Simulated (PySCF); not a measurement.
BH6NO2Si, SMILES N(B(O)O)[SiH3]. Geometry: PBE-D3(BJ)/def2-SVP. This is a generated structure with no PubChem entry under its InChIKey; it may be hypothetical. The values are those of a single conformer.

Computed equilibrium geometry at PBE-D3(BJ)/def2-SVP (PySCF confirms it by a frequency run) as Cartesian coordinates in Å, and its point group (one conformer of several):
point group Cs.
```xyz
11

Si    -0.0044    -1.8235     0.0000
N      0.7542    -0.2326     0.0000
B      0.0153     0.9999     0.0000
O     -1.3597     0.8946     0.0000
O      0.5779     2.2639     0.0000
H     -0.8541    -2.0524    -1.2192
H     -0.8541    -2.0524     1.2192
H      1.1225    -2.8225     0.0000
H      1.7746    -0.2100     0.0000
H     -1.7776     1.7725     0.0000
H      1.5489     2.2540     0.0000
```
